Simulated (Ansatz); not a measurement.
**Ligand exchange: C4H10BCl + C2H6OSi → C4H11BO + C2H5ClSi**

Species: C4H10BCl (chlorodiethylborane) `CCB(Cl)CC`, singlet; C2H6OSi `C=C[SiH2]O`, singlet; C4H11BO `CCB(O)CC`, singlet; C2H5ClSi `C=C[SiH2]Cl`, singlet. The partners trade Cl for OH: B–Cl and Si–OH bonds give way to B–OH and Si–Cl.

Shapes, held fixed at every level: PBE0-D4/def2-TZVP. Flexible molecules stand in one conformer, not always the lowest. Programs: Ansatz 0.2.0. Electronic energies: no zero-point or thermal term.

```json
{"level": "SPW92/def2-TZVPP", "kind": "LDA", "ΔE (kJ/mol)": "-39.4", "CPU time (sum over the molecules)": "31 s"}
{"level": "BHLYP-D4/def2-TZVPP", "kind": "global hybrid", "ΔE (kJ/mol)": "-39.9", "CPU time (sum over the molecules)": "65 s"}
{"level": "PBE0-D4/def2-TZVPP", "kind": "global hybrid", "ΔE (kJ/mol)": "-41.5", "CPU time (sum over the molecules)": "62 s"}
{"level": "r2SCAN0-D4/def2-TZVPP", "kind": "global hybrid", "ΔE (kJ/mol)": "-38.1", "CPU time (sum over the molecules)": "99 s"}
{"level": "wB97M-V/def2-TZVPP", "kind": "range-separated hybrid", "ΔE (kJ/mol)": "-40.3", "CPU time (sum over the molecules)": "3.9 min"}
{"level": "MP2/def2-SVP", "kind": "perturbation theory", "ΔE (kJ/mol)": "-48.9", "CPU time (sum over the molecules)": "–"}
{"level": "MP2/def2-TZVPP", "kind": "perturbation theory", "ΔE (kJ/mol)": "-36.5", "CPU time (sum over the molecules)": "–"}
```

MP2/def2-TZVPP gives ΔE = -36.5 kJ/mol; the levels span -48.9 to -36.5. The median of the levels is -39.9. No measured value is set beside it here. Times are processor times on shared x86 and Arm servers, and rough.
